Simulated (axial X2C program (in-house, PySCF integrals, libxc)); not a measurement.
Which molecule has these constants?

Computed with an in-house relativistic program for diatomic molecules, spin-free (one-electron X2C) or two-component (2c: spin–orbit coupling with atomic mean-field Coulomb and Gaunt terms, which also bring small scalar terms), in Dyall basis sets with cores contracted in-house; open shells are unrestricted.

A two-component PBE0 calculation in a Dyall 3-zeta basis gave Re = 2.465 Å, ωe = 263.9 cm⁻¹, dipole magnitude 2.84 D, Ω = 1/2.

Question: Which molecule is it?
A. TiGa
B. TiB
C. AlTi

Answer: A. The others have TiB 2.023 Å and 647.4 cm⁻¹ (Ω = 1/2); AlTi 2.490 Å and 329.2 cm⁻¹ (Ω = 1/2).

Each entry is the lowest single determinant of a limited PBE0 search at one distance. De goes to single-determinant-based atoms at the same level (for ions the charge split of lowest energy) and is withheld (n/a) where an atom does not fit its ground term or J level. Main or longest-lived isotopes. One determinant is a doubtful description, or other states lie close, for TiGa, TiB, AlTi; these need not be ground states, and all values refer to the states named. With several unpaired electrons the Ω given is that of one determinant, not necessarily of the lowest component. The functionals have no current term, which raises determinants with orbital currents.
